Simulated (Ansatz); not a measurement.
Species: [Zr(Br)4] (charge 0, multiplicity 1), formula Br$_{4}$Zr.

Q: How many basis functions does frozen-core CCSD(T)/def2-TZVPP // TPSS-D3(BJ)/def2-SVP (Ansatz, an electronic-structure program) use, how many core orbitals are frozen, and how many electrons are correlated?

A: 248 basis functions and 36 frozen orbitals, which leaves 80 correlated electrons. Core time is of the order of minutes.
